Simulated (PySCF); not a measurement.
Isomers of C3H11ClO2Si3.

All values: PBE0/pcSseg-1 (PySCF) at GFN2-xTB geometries, gas phase, one conformer each.

(1) Rank by the lowest IAO charge on any atom, lowest value first.
A. `[CH2:1]=[C:2]([CH3:3])[O:4][Si@H:5]([O:6][SiH3:7])[SiH2:8][Cl:9]` with C1–C2–O4–Si5 -8°, C2–O4–Si5–O6 -50°, O4–Si5–O6–Si7 -33°, O4–Si5–Si8–Cl9 -154°
B. `[CH3:1][C@@H:2]1[CH2:3][Si@@:4]([O:5][SiH3:6])([SiH2:7][Cl:8])[O:9]1` with C3–Si4–O5–Si6 -151°, C3–Si4–Si7–Cl8 -116°
C. `[CH3:1][O:2][SiH2:3]/[CH:4]=[C:5](/[O:6][SiH3:7])[SiH2:8][Cl:9]` with C1–O2–Si3–C4 173°, O2–Si3–C4–C5 -6°, C4–C5–O6–Si7 3°, C4–C5–Si8–Cl9 -69°

(2) Rank by HOMO energy, lowest first.
A. `[CH3:1][CH:2]([CH3:3])[O:4][Si@@H:5]1[O:6][SiH2:7][Si@@H:8]1[Cl:9]` with C1–C2–O4–Si5 -45°, C2–O4–Si5–O6 -176°
B. `[CH3:1][C@@H:2]1[CH2:3][Si@@H:4]([Cl:5])[Si@@H:6]([O:7][SiH3:8])[O:9]1` with Si4–Si6–O7–Si8 49°, C1–C2–C3–Si4 -83°, C2–C3–Si4–Cl5 -147°, C3–Si4–Si6–O7 -110°, Si4–Si6–O9–C2 21°
C. `[CH2:1]=[C:2]([CH3:3])[O:4][Si@H:5]([O:6][SiH3:7])[SiH2:8][Cl:9]` with C1–C2–O4–Si5 -8°, C2–O4–Si5–O6 -50°, O4–Si5–O6–Si7 -33°, O4–Si5–Si8–Cl9 -154°
D. `[CH3:1][C:2]1([CH3:3])[O:4][Si@H:5]([SiH2:6][Cl:7])[O:8][SiH2:9]1` with O4–Si5–Si6–Cl7 113°

(3) Rank by dipole moment, lowest first.
A. `[CH2:1]=[C:2]([CH3:3])[O:4][Si@H:5]([O:6][SiH3:7])[SiH2:8][Cl:9]` with C1–C2–O4–Si5 -8°, C2–O4–Si5–O6 -50°, O4–Si5–O6–Si7 -33°, O4–Si5–Si8–Cl9 -154°
B. `[CH3:1][O:2][SiH2:3]/[CH:4]=[C:5](/[O:6][SiH3:7])[SiH2:8][Cl:9]` with C1–O2–Si3–C4 173°, O2–Si3–C4–C5 -6°, C4–C5–O6–Si7 3°, C4–C5–Si8–Cl9 -69°
C. `[CH3:1][C:2]1([CH3:3])[O:4][Si@H:5]([SiH2:6][Cl:7])[O:8][SiH2:9]1` with O4–Si5–Si6–Cl7 113°
D. `[CH3:1][C@@H:2]1[CH2:3][Si@@:4]([O:5][SiH3:6])([SiH2:7][Cl:8])[O:9]1` with C3–Si4–O5–Si6 -151°, C3–Si4–Si7–Cl8 -116°
E. `[CH3:1][CH:2]([CH3:3])[O:4][Si@@H:5]1[O:6][SiH2:7][Si@@H:8]1[Cl:9]` with C1–C2–O4–Si5 -45°, C2–O4–Si5–O6 -176°
F. `[CH3:1][C:2]1([CH3:3])[O:4][Si@@H:5]([O:6][SiH3:7])[Si@@H:8]1[Cl:9]` with O4–Si5–O6–Si7 30°

## Answers

(1) A (-0.888 e), B (-0.869 e), C (-0.636 e).

(2) D (-7.79 eV), B (-7.52 eV), A (-7.33 eV), C (-7.11 eV).

(3) F (1.44 D), E (1.59 D), D (1.75 D), B (2.03 D), A (2.65 D), C (3.00 D).

All values together:

| SMILES | μ (D) | HOMO (eV) | LUMO (eV) | lowest IAO charge (e) | highest IAO charge (e) | lowest Hirshfeld charge (e) | highest Hirshfeld charge (e) |
| --- | --- | --- | --- | --- | --- | --- | --- |
| CO[SiH2]/C=C(/O[SiH3])[SiH2]Cl | 2.03 | -7.29 | -0.79 | -0.636 (O) | +1.018 (Si) | -0.197 (O) | +0.394 (Si) |
| CC1(C)O[Si@@H](O[SiH3])[Si@@H]1Cl | 1.44 | -7.38 | -0.81 | -0.878 (O) | +1.083 (Si) | -0.302 (O) | +0.398 (Si) |
| C[C@@H]1C[Si@@](O[SiH3])([SiH2]Cl)O1 | 1.75 | -7.59 | -0.64 | -0.869 (O) | +1.179 (Si) | -0.297 (O) | +0.407 (Si) |
| C=C(C)O[Si@H](O[SiH3])[SiH2]Cl | 2.65 | -7.11 | -0.70 | -0.888 (O) | +1.073 (Si) | -0.302 (O) | +0.394 (Si) |
| C[C@@H]1C[Si@@H](Cl)[Si@@H](O[SiH3])O1 | 1.47 | -7.52 | -0.75 | -0.877 (O) | +1.072 (Si) | -0.300 (O) | +0.395 (Si) |
| CC(C)O[Si@@H]1O[SiH2][Si@@H]1Cl | 1.59 | -7.33 | -1.11 | -0.894 (O) | +1.072 (Si) | -0.318 (O) | +0.371 (Si) |
| CC1(C)O[Si@H]([SiH2]Cl)O[SiH2]1 | 3.00 | -7.79 | -0.93 | -0.892 (O) | +1.072 (Si) | -0.323 (O) | +0.400 (Si) |

Conformers: `[CH3:1][O:2][SiH2:3]/[CH:4]=[C:5](/[O:6][SiH3:7])[SiH2:8][Cl:9]` with C1–O2–Si3–C4 173°, O2–Si3–C4–C5 -6°, C4–C5–O6–Si7 3°, C4–C5–Si8–Cl9 -69°; `[CH3:1][C:2]1([CH3:3])[O:4][Si@@H:5]([O:6][SiH3:7])[Si@@H:8]1[Cl:9]` with O4–Si5–O6–Si7 30°; `[CH3:1][C@@H:2]1[CH2:3][Si@@:4]([O:5][SiH3:6])([SiH2:7][Cl:8])[O:9]1` with C3–Si4–O5–Si6 -151°, C3–Si4–Si7–Cl8 -116°; `[CH2:1]=[C:2]([CH3:3])[O:4][Si@H:5]([O:6][SiH3:7])[SiH2:8][Cl:9]` with C1–C2–O4–Si5 -8°, C2–O4–Si5–O6 -50°, O4–Si5–O6–Si7 -33°, O4–Si5–Si8–Cl9 -154°; `[CH3:1][C@@H:2]1[CH2:3][Si@@H:4]([Cl:5])[Si@@H:6]([O:7][SiH3:8])[O:9]1` with Si4–Si6–O7–Si8 49°, C1–C2–C3–Si4 -83°, C2–C3–Si4–Cl5 -147°, C3–Si4–Si6–O7 -110°, Si4–Si6–O9–C2 21°; `[CH3:1][CH:2]([CH3:3])[O:4][Si@@H:5]1[O:6][SiH2:7][Si@@H:8]1[Cl:9]` with C1–C2–O4–Si5 -45°, C2–O4–Si5–O6 -176°; `[CH3:1][C:2]1([CH3:3])[O:4][Si@H:5]([SiH2:6][Cl:7])[O:8][SiH2:9]1` with O4–Si5–Si6–Cl7 113°.
